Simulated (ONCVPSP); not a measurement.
## u(r) = r·R(r): atom against pseudo-atom (Ti (Z = 22))

Columns: radius, all-electron u(r) and pseudo u(r) of the 3d shell (level -4.89 eV) of titanium in the configuration [Ne] 3s2 3p6 3d2 4s1.5 4p0.5; PBE, scalar-relativistic, ONCV scheme, ONCVPSP 4.0.1.

| r (bohr) | all-electron | pseudo |
| --- | --- | --- |
| 0.078 | 0.0173 | 0.0031 |
| 0.155 | 0.0846 | 0.0231 |
| 0.232 | 0.1867 | 0.0719 |
| 0.310 | 0.3021 | 0.1551 |
| 0.388 | 0.4134 | 0.2675 |
| 0.465 | 0.5105 | 0.3958 |
| 0.542 | 0.5917 | 0.5257 |
| 0.620 | 0.6576 | 0.6427 |
| 0.698 | 0.7071 | 0.7333 |
| 0.775 | 0.7410 | 0.7915 |
| 0.852 | 0.7620 | 0.8201 |
| 0.930 | 0.7723 | 0.8242 |
| 1.008 | 0.7735 | 0.8111 |
| 1.085 | 0.7677 | 0.7894 |
| 1.162 | 0.7567 | 0.7658 |
| 1.240 | 0.7414 | 0.7436 |
| 1.318 | 0.7230 | 0.7232 |
| 1.395 | 0.7029 | 0.7028 |
| 1.472 | 0.6813 | 0.6813 |
| 1.550 | 0.6586 | 0.6585 |
| 1.628 | 0.6354 | 0.6354 |
| 1.705 | 0.6124 | 0.6124 |
| 1.782 | 0.5895 | 0.5895 |
| 1.860 | 0.5667 | 0.5667 |
| 1.938 | 0.5443 | 0.5443 |
| 2.015 | 0.5228 | 0.5228 |

Question: How many radial nodes do the two functions have?

Answer: The all-electron 3d function has n − l − 1 = 0; the pseudo-wave has 0.

Question: At about which radius was the pseudo-wave matched?

Answer: 1.40 bohr. The columns agree to 0.0005 from 1.32 bohr on; several derivatives are matched, so the curves merge somewhat inside the radius.

Question: Is the pseudo-wave norm-conserving?

Answer: Yes: the ONCV scheme keeps the norm inside the radius equal to the all-electron one, which fixes the energy derivative of the logarithmic derivative at the level.
